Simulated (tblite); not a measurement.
Problem. Give a GFN2-xTB geometry of InChI=1S/C4H14N2OSi2/c1-5-8-3-4-9(6-8)7-2/h5-6,8-9H,3-4H2,1-2H3/t8-,9+/m0/s1.

Solution. 
```
atom  x, y, z in Å
C1    -3.786    0.324    0.434
N2    -2.456    0.870    0.323
Si3   -1.186   -0.020   -0.425
C4    -0.654   -1.511    0.615
C5     0.858   -1.665    0.456
Si6    1.601    0.066    0.423
O7     2.941   -0.024   -0.491
C8     3.858    0.996   -0.729
N9     0.270    0.904   -0.289
H10   -4.353    0.865    1.192
H11   -4.342    0.366   -0.510
H12   -3.706   -0.718    0.734
H13   -2.479    1.862    0.140
H14   -1.430   -0.382   -1.838
H15   -0.880   -1.312    1.664
H16   -1.165   -2.438    0.354
H17    1.074   -2.169   -0.487
H18    1.265   -2.294    1.247
H19    1.918    0.658    1.730
H20    4.214    1.426    0.211
H21    4.703    0.575   -1.274
H22    3.407    1.794   -1.325
H23    0.324    1.857   -0.597
```

Any rigid rotation of these coordinates is as good. Atoms count from 1 in this order. Si3 (SiH silicon) is distorted tetrahedral (angles from 98.1° to 114.8°). The 5-membered ring Si3–C4–C5–Si6–N9 has internal angles of 98.1° to 115.0° (sum 527°, against 540° for a flat polygon); it is puckered, 0.18 Å rms from its mean plane, widest ring torsion 39°. Si6 (oxygen-bound silicon) is distorted tetrahedral (angles from 98.6° to 116.1°). N2 (silicon-bound nitrogen) has angles 121.2°, 116.6° and 111.4°, sum 349.1°, 0.26 Å off the plane of its three neighbours.

Bonds between heavy atoms (Å): C1–N2 1.442, N2–Si3 1.721, Si3–C4 1.893, C4–C5 1.528, C5–Si6 1.884, Si6–O7 1.625, O7–C8 1.392, Si6–N9 1.726, Si3–N9 1.730.

Structure optimised with GFN2-xTB, isolated species.

Point group: C1 (no symmetry element, even within 0.4 Å). Its GFN2-xTB frequencies are all real (lowest 36 cm⁻¹). The numbers are those of one conformer (C1–N2–Si3–C4 -70°, C5–Si6–O7–C8 -176°, N2–Si3–C4–C5 -144°, Si3–C4–C5–Si6 39°, C4–C5–Si6–O7 -150°, C5–Si6–N9–Si3 9°). 3 starts were optimised and ended at 0.00, 1.94 and 2.19 kcal/mol (GFN2-xTB); the lowest of these is shown.

These are computed values.
